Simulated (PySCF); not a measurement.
Mo(CMe)F3, C2H3F3Mo (singlet state).
Bonds: Mo1–C2, Mo1–F7, Mo1–F8, Mo1–F9, C2–C3. Hydrogens: H4, H5, H6 on C3.

Theory: PySCF, PBE0-D3(BJ)/def2-SVP geometry optimisation, gas phase, def2 core potentials past Kr.

(1) How far are the bound atoms from Mo1?

(2) List the angles at Mo1.

(3) What is the shape at Mo1?

(4) What are the other bond lengths?

(5) Give some angles away from the centre.

(6) What are the rotational constants (commonest isotopes, rigid rotor)?

## Answers

(1) 4 atoms: C2 1.707 Å, F7 1.853 Å, F9 1.853 Å, F8 1.853 Å. The nearest atom not counted as bound is C3, at 3.17 Å.

(2) 
```tsv
angle	degrees	distance of the outer atoms (Å)
F7–Mo1–F8	114.9	3.12
F8–Mo1–F9	114.8	3.12
F7–Mo1–F9	114.6	3.12
C2–Mo1–F9	103.5	2.80
C2–Mo1–F7	103.5	2.80
C2–Mo1–F8	103.4	2.79
```

(3) Distorted tetrahedral: angles from 103.4° to 114.9°; τ4 = (360° − α − β)/141° = 0.92 with α and β the two widest (0 for a square, 1 for a tetrahedron).

(4) C2–C3 1.463 Å; C3–H4, C3–H5, C3–H6 1.102 Å.

(5) Mo1–C2–C3 179.7°.

(6) A = 2683, B = 1758, C = 1757 MHz: a prolate symmetric top.

Point group: C3v (tolerance 0.08 Å). Charge 0, singlet. PBE0-D3(BJ)/def2-SVP frequencies: not computed here.
